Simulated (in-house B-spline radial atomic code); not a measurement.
Results of a calculation; reference values are marked as such.
# Building a PAW p channel for Te, r_c = 2.32 bohr

Te, [Kr] 4d10 5s2 5p4, non-relativistic LDA (VWN5), spherical and spin-unpolarised, from an all-electron radial atomic-structure program (B-spline basis) (atomic units; all potentials screened as in the neutral atom).

Two all-electron partial waves φ1, φ2 are integrated outwards at E1 = ε(5p) = -0.226594 and E2 = E1 + 2 hartree; φ1 is the bound orbital and φ2 has unit norm inside r_c = 2.3205 bohr. Smooth partners are polynomials, r^2(a0 + a1 r² + a2 r⁴ + a3 r⁶), matched to φ and three derivatives at r_c, with no condition on the norm. The local potential is -5.99983 + (2.74051) r² + (-0.523727) r⁴ + (0.0369455) r⁶ inside 1.9007 bohr and the all-electron one outside.

```json
{"wave": "1", "φ(r_c)": "0.6751149", "φ'(r_c)": "-0.0697161", "a0": "0.3789756", "a1": "-0.07237938", "a2": "0.005486513", "a3": "-0.0001469202"}
{"wave": "2", "φ(r_c)": "0.5699318", "φ'(r_c)": "2.447746", "a0": "-1.799594", "a1": "0.7408228", "a2": "-0.09255417", "a3": "0.003842406"}
```

Inside r_c the overlaps are <φi φj> = [[0.41134, -0.42306], [-0.42306, 1.00000]] and, for the smooth waves, [[0.45834, -0.59253], [-0.59253, 1.60901]]. With χj = (Ej − T − V_local) applied to smooth wave j, the program's quadrature gives the matrix B_ij = <smooth i, χj> as [[0.31472, -1.22507], [-0.88614, 3.78149]].

Q: Check the match of the first wave, and find the augmentation charges q_ij.

A: At r_c the four terms are 2.04068, -2.09866, 0.85662, -0.12352, which sum to 0.6751, φ1(r_c) to rounding. q_ij is the all-electron overlap less the smooth one: [[-0.04700, 0.16946], [0.16946, -0.60901]]. The smooth first wave has a norm of 0.4583 inside r_c against 0.4113, so q11 is negative and must stay small enough for the overlap operator to be positive.

Q: B isn't symmetric. Show that D_ij = B_ij + Ej q_ij is.

A: Integrating by parts gives B12 − B21 = (E1 − E2) q12: -1.22507 − (-0.88614) = -0.33893, and −2 × (0.16946) = -0.33893. So D12 = -1.22507 + (1.773406)(0.16946) = -0.92454 and D21 = -0.88614 + (-0.226594)(0.16946) = -0.92454; D11 = 0.32537, D22 = 2.70147. The projectors, p = (B⁻¹)ᵀ χ, are dual to the smooth waves; det B = 0.1.

Solving (T + V_local + Σ p D p) ψ = E (1 + Σ p q p) ψ in a sphere of 9 bohr, whose wall lifts the free-atom level a little, gives these levels:

```csv
all-electron,one projector,two projectors
-0.226444,-0.226444,-0.226444
0.099346,0.098558,0.099318
0.435148,0.428524,0.435020
0.934256,0.897015,0.934039
1.583670,1.419970,1.583630
```

Q: What does the second projector gain?

A: With one projector the errors are 0.00, -0.79, -6.62, -37.24, -163.70 millihartree. With two the errors are 0.00, -0.03, -0.13, -0.22, -0.04 millihartree. The scattering is exact at E1 and at E2 = 1.773, and over all levels compared the largest error is 0.22 millihartree. The lowest eigenvalue of the overlap operator is 0.7426 with one and 0.4083 with two projectors. The smooth orbital alone needs a cutoff of 2.78 hartree for 1 millihartree of kinetic energy, against 7.07 for a norm-conserving Troullier-Martins orbital of the same radius; part of the gain comes from giving up the norm, part from the simpler form.
